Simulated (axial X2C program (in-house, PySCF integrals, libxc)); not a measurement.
## RuP⁺: properties at the nuclei

Calculated with an axial X2C code built on PySCF integrals: two-component X2C with atomic mean-field Coulomb and Gaunt terms, Gaussian nuclei, basis Ru dyall-cv3z, P dyall-v3z with contracted cores.

R = 2.024 Å (near the PBE0 minimum at charge 1 of the determinant lowest at the starting distance; the state shown can have its own minimum elsewhere).

Determinant lowest in the PBE0 search, Ω = 3 (⟨Sz⟩ = 1.00, ⟨Lz⟩ = 2.00 at PBE0), spin on the atoms Ru 1.25, P -0.25:

```
    level  Eeff magnitude (GV/cm)  Ws magnitude Ru (kHz)  A∥/gI Ru (MHz)  qzz Ru (a.u.)  A∥/gI P (MHz)  qzz P (a.u.)
     PBE0                    4.45                  0.686             948           1.10           18.8         -2.28
       HF                    6.14                  0.932             829           1.36           29.8         -1.65
      PBE                    3.59                  0.556            1020           1.06           15.8         -2.08
BHandHLYP                    5.09                   0.78             894           1.13             18         -2.31
    PBE50                     5.3                  0.811             899           1.10           23.2         -2.23
```

Eeff is the effective electric field on the electron electric dipole moment in this Ω state and Ws the scalar–pseudoscalar constant of the nucleus named (defined with the proton number Z and per Ω); A∥ (defined per Ω) follows by multiplying with gI = μI/(I μN); qzz is the electric field gradient, eQq0 = 234.96 MHz × Q/barn × qzz. The operators were transformed with the bare-nucleus X2C matrices; with these basis sets, hyperfine constants and field gradients can be off by tens of per cent, and where levels differ in sign neither size nor sign is settled.

Problem. With gI(101Ru) = -0.2880, Q(101Ru) = 0.457 barn, gI(31P) = 2.2632 (g factors from the IAEA table of nuclear moments by Stone; Q from Pyykkö, Mol. Phys. 2018), turn the PBE0 values of the first state into constants in MHz.

Solution. A∥(101Ru) = 948 × -0.2880 = -273 MHz; eQq0(101Ru) = 234.96 × (0.457) × (1.10) = 118 MHz; A∥(31P) = 18.8 × 2.2632 = 42.5 MHz.

Each state is one determinant with collinear spin, which with several unpaired electrons need not be a pure state. Unrestricted Hartree–Fock can overshoot spin polarisation at the nuclei. With several open shells hyperfine constants can be off by a factor of several. Open-shell Ω = 0 determinants with evenly filled partner blocks cannot be reached by this program, so the Ω shown need not be the lowest component. States lie within half an eV, so the first need not be the ground state. Further determinants of the search, some of them spin-mixed, are not shown.
